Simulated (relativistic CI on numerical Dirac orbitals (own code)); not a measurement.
**d6 in a ligand field**

Computed with a parametric ligand-field model of a d^n configuration (Racah B and C, spin-orbit zeta, crystal field), exact diagonalisation.

Field parameters in Wybourne normalisation: Td as Oh with Dq negative (B⁴₀ = 21Dq, B⁴₄ = √(5/14) B⁴₀). The field is a parameter set, without covalency.

(1) Ground term and bands for B = 800, C = 4130, ζ = 0 cm⁻¹, Td, 10Dq = -10160 cm⁻¹?

(2) Ground term and bands for B = 800, C = 4130, ζ = 0 cm⁻¹, Td, 10Dq = -7280 cm⁻¹?

(3) Ground term and bands for B = 800, C = 4130, ζ = 0 cm⁻¹, Td, 10Dq = -8720 cm⁻¹?

(4) Ground term and bands for B = 800, C = 4130, ζ = 0 cm⁻¹, Td, 10Dq = -11600 cm⁻¹?

(5) Ground term and bands for B = 800, C = 4130, ζ = 0 cm⁻¹, Td, 10Dq = -2960 cm⁻¹?

Answers

(1) Ground term 5E with 3.00 electrons in the two orbitals of the cubic e set. Spin-allowed: 5T2 10160 cm⁻¹ (984 nm). Lowest spin-forbidden: 3T1 12946 cm⁻¹ (772 nm), 3E 20419 cm⁻¹ (490 nm), 3T1 21654 cm⁻¹ (462 nm).

(2) Ground term 5E with 3.00 electrons in the two orbitals of the cubic e set. Spin-allowed: 5T2 7280 cm⁻¹ (1374 nm). Lowest spin-forbidden: 3T1 15438 cm⁻¹ (648 nm), 3E 20342 cm⁻¹ (492 nm), 3T1 21662 cm⁻¹ (462 nm).

(3) Ground term 5E with 3.00 electrons in the two orbitals of the cubic e set. Spin-allowed: 5T2 8720 cm⁻¹ (1147 nm). Lowest spin-forbidden: 3T1 14209 cm⁻¹ (704 nm), 3E 20385 cm⁻¹ (491 nm), 3T1 21656 cm⁻¹ (462 nm).

(4) Ground term 5E with 3.00 electrons in the two orbitals of the cubic e set. Spin-allowed: 5T2 11600 cm⁻¹ (862 nm). Lowest spin-forbidden: 3T1 11658 cm⁻¹ (858 nm), 3E 20446 cm⁻¹ (489 nm), 3T1 21653 cm⁻¹ (462 nm).

(5) Ground term 5E with 3.00 electrons in the two orbitals of the cubic e set. Spin-allowed: 5T2 2960 cm⁻¹. Lowest spin-forbidden: 3T1 18699 cm⁻¹ (535 nm), 3E 20111 cm⁻¹ (497 nm), 3T2 21433 cm⁻¹ (467 nm).
